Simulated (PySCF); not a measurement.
NICS in isomers of C12H8.

NICS is the negative of the GIAO shielding at a point without a nucleus: at the ring centre (0) and 1 Å above and below it (1); zz is the component along the ring normal. Level: GIAO PBE0/pcSseg-1 (PySCF, non-relativistic, gas phase) on the GFN2-xTB geometries, one conformer each. Atom numbers follow the mapped SMILES.

Question: Order these rings by mean NICS(1)zz, lowest (most negative) first (ppm).
A. ring C7–C8–C9–C10–C11 in `[CH:1]#[C:2][c:3]1[cH:4][cH:5][cH:6][c:7]2[c:8]1[CH:9]=[CH:10][C:11]2=[CH2:12]`
B. ring C7–C8–C9–C10–C11–C12 in `[CH:1]1=[CH:2][c:3]2[cH:4][cH:5][cH:6][c:7]3[cH:8][cH:9][cH:10][c:11]1[c:12]23`
C. ring C6–C7–C8–C9–C10–C11–C12 in `[CH:1]#[C:2][c:3]1[cH:4][cH:5][c:6]2[cH:7][cH:8][cH:9][cH:10][cH:11][c:12]1-2`
D. ring C6–C7–C8–C9–C10 in `[CH:1]#[C:2][c:3]1[cH:4][cH:5][c:6]2[cH:7][cH:8][cH:9][c:10]-2[cH:11][cH:12]1`
E. ring C7–C8–C9–C10–C11–C12 in `[CH:1]#[C:2]/[CH:3]=[C:4](\[C:5]#[CH:6])[c:7]1[cH:8][cH:9][cH:10][cH:11][cH:12]1`

Answer: D (-48.6), E (-27.3), B (-23.8), C (-19.8), A (-0.2).

| SMILES | ring | NICS(0) | NICS(1) | NICS(1)zz | HOMA | rms pucker (Å) | ring atoms with four or more neighbours |
| --- | --- | --- | --- | --- | --- | --- | --- |
| C#Cc1ccc2cccc-2cc1 | 5-membered carbocycle; formal bonds 4 aromatic, 1 single | -17.0 | -18.6 | -48.6 | 0.50 | 0.00 | 0 |
| C#C/C=C(\C#C)c1ccccc1 | 6-membered carbocycle; formal bonds all aromatic | -8.1 | -11.0 | -27.3 | 0.99 | 0.00 | 0 |
| C1=Cc2cccc3cccc1c23 | 6-membered carbocycle; formal bonds all aromatic | -7.0 | -10.1 | -23.8 | 0.90 | 0.00 | 0 |
| C#Cc1ccc2cccccc1-2 | 7-membered carbocycle; formal bonds 6 aromatic, 1 single | -5.1 | -8.2 | -19.8 | 0.67 | 0.00 | 0 |
| C#Cc1cccc2c1C=CC2=C | 5-membered carbocycle; formal bonds 1 aromatic, 1 double, 3 single | 2.5 | -2.9 | -0.2 | 0.08 | 0.00 | 0 |

NICS(0) gives the same order. The isotropic NICS(1) gives the same order. Over the 5 rings with a HOMA value its correlation coefficient with NICS(1)zz is -0.44. HOMA uses Krygowski's 1993 parameters. NICS(1) and NICS(1)zz are means over the two faces.
